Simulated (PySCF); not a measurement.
**Telling isomers of C6H5ClO apart by NMR**

Theory: σ from GIAO-PBE0/pcSseg-1, coordinates at the GFN2-xTB level, in PySCF 2.14 (fast rotation and ring inversion assumed for equivalent nuclei, no solvent model, one conformer, non-relativistic Hamiltonian).

δ = σ(ref) − σ, references computed at the same level: TMS for 1H (31.72 ppm), 13C (186.93 ppm). Where no couplings were computed, multiplicities follow the n + 1 count of equivalent neighbours, and m marks all less simple cases (inequivalent or close neighbours, rings, F or P nearby). Shifts are as computed. Against solution values, carbons near 30 ppm lie about +3 ppm off and those near 130 ppm about +5 ppm; carbons on Cl a further +6 ppm. Of 1211 compounds with measured shifts, 218 miss one by over three times the rms of a fit or turn the order of signals round; such compounds aren't used in these exercises. Carbons bonded to Cl come out too deshielded. OH and NH positions are gas-phase values without hydrogen bonding to other molecules.

(1) Tabulate the signals of `Oc1cccc(Cl)c1`, `Oc1ccccc1Cl` and their relative energies.

(2) What is the quickest way to tell Oc1cccc(Cl)c1 from Oc1ccccc1Cl?

## Answers

(1) 
| SMILES | carbon types | δC | δH | E rel. (kcal/mol) |
| --- | --- | --- | --- | --- |
| Oc1cccc(Cl)c1 | 2×C 4×CH | 164.2, 146.2, 136.4, 125.8, 118.8, 117.9 | 7.51 (m, 1H), 7.08 (d, 1H), 7.00 (d, 1H), 6.71 (s, 1H), 4.35 (br s, 1H) | 1.4 |
| Oc1ccccc1Cl | 2×C 4×CH | 159.1, 134.7, 134.3, 128.9, 125.2, 120.7 | 7.60 (d, 1H), 7.49 (m, 1H), 7.31 (d, 1H), 7.09 (m, 1H), 5.83 (br s, 1H) | 0.0 |

Energies are electronic energies at PBE0/pcSseg-1 on these geometries, without zero-point or thermal terms, each for the one conformer computed, which needn't be the lowest.

(2) Both give the same number of carbon signals, with the same numbers of each carbon type, so the positions decide. The first has an aromatic carbon bearing chlorine (C) at 146.2 ppm, the second an aromatic carbon bearing chlorine (C) at 128.9 ppm. Their most deshielded carbons lie at 164.2 and 159.1 ppm.
